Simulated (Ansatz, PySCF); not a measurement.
Pair of molecules: C2H6 (SMILES CC) (first 8 atoms) with C2H6O (SMILES COC); geometry from B3LYP-D3(BJ)/def2-TZVP, rigid monomers moved along the line of their centres of mass till H5···O10 is 4.61 Å.
(charge 0, multiplicity 1):
```xyz
17

C     -0.324     0.762     0.030
C      0.173    -0.680    -0.035
H     -1.385     0.826    -0.221
H      0.218     1.397    -0.674
H     -0.189     1.175     1.030
H     -0.375    -1.320     0.660
H      1.231    -0.746     0.224
H      0.051    -1.103    -1.035
C      1.243    -0.339     5.763
O      0.168     0.556     5.583
C     -1.086    -0.060     5.770
H      1.191    -1.175     5.054
H      1.258    -0.746     6.783
H      2.163     0.217     5.589
H     -1.239    -0.883     5.059
H     -1.850     0.698     5.604
H     -1.189    -0.457     6.789
```

Counterpoise-corrected where a basis set is named; no monomer relaxation. Rows marked so take none.

Rows in 3-21G, 6-31G*, STO-3G carry no dispersion term and start afresh at each structure (6-31G* with six Cartesian d functions).

Programs: Ansatz (a first-principles code); PySCF for 3-21G rows, 6-31G* rows, STO-3G rows, the dispersion terms. 

```csv
level,interaction energy (kcal/mol)
HF/STO-3G (no counterpoise),-0.01
HF/3-21G (no counterpoise),-0.03
HF/6-31G*,-0.03
HF/aug-cc-pVDZ,-0.03
PBE/def2-TZVPPD,-0.07
r2SCAN-D3(BJ)/def2-TZVPPD,…
B3LYP/3-21G (no counterpoise),-0.02
B3LYP/def2-TZVPPD,0.02
M06-2X/6-31G* (no counterpoise),-0.06
```

Question: Some entries are withheld; supply them.

Answer: 
- r2SCAN-D3(BJ)/def2-TZVPPD, interaction energy (kcal/mol): -0.20
